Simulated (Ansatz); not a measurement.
CF₂GaNO, SMILES `O=C=[N][Ga]([F])[F]`, 6 atoms. The species carries charge 0 and has multiplicity 1. Correlated methods include outer-core shells of Ga, which these sets cover unevenly. Scalar relativity is left out up to krypton. All runs use 4 threads of a server CPU on a shared host. Correlated methods freeze the cores.

Task: Give the basis size and wall time and peak host memory of each of these runs in Ansatz. RKS ωB97M-V/def2-QZVPP energy; RKS PBE0-D4/def2-SVP energy; RHF-CCSD(T)/def2-TZVPP energy; RKS ωB97X-V/def2-TZVPP energy; RHF-MP2/def2-QZVPP energy; RKS ωB97M-V/def2-SVP energy; RHF-CCSD(T)/def2-SVP energy; RKS B2PLYP (frozen core)/def2-TZVPP energy; RKS SPW92/def2-TZVPP energy; RKS PBE0-D4/def2-TZVP relaxation (8 steps); direct RPA on PBE orbitals/def2-TZVPP energy; RKS PBE0-D4/def2-TZVP frequencies. (An estimate is asked.)

Result: Computed: Other jobs shared the machine, so times are rough.

| level | job | functions | wall time | peak host memory (GiB) |
| --- | --- | --- | --- | --- |
| RKS SPW92/def2-TZVPP | energy | 203 | 0.95 s | 0.23 |
| RKS PBE0-D4/def2-SVP | energy | 102 | 1.2 s | 0.21 |
| direct RPA on PBE orbitals/def2-TZVPP | energy | 203 | 3.7 s | 0.42 |
| RKS B2PLYP (frozen core)/def2-TZVPP | energy | 203 | 4.2 s | 0.5 |
| RKS ωB97M-V/def2-SVP | energy | 102 | 4.6 s | 0.31 |
| RKS ωB97X-V/def2-TZVPP | energy | 203 | 6 s | 0.65 |
| RHF-CCSD(T)/def2-SVP | energy | 102 | 7 s | 0.47 |
| RKS ωB97M-V/def2-QZVPP | energy | 374 | 14 s | 1.4 |
| RHF-MP2/def2-QZVPP | energy | 374 | 15 s | 1.6 |
| RKS PBE0-D4/def2-TZVP | relaxation (8 steps) | 203 | 29 s | 0.55 |
| RKS PBE0-D4/def2-TZVP | frequencies | 203 | 89 s | 0.55 |
| RHF-CCSD(T)/def2-TZVPP | energy | 203 | 2.2 min | 2.9 |
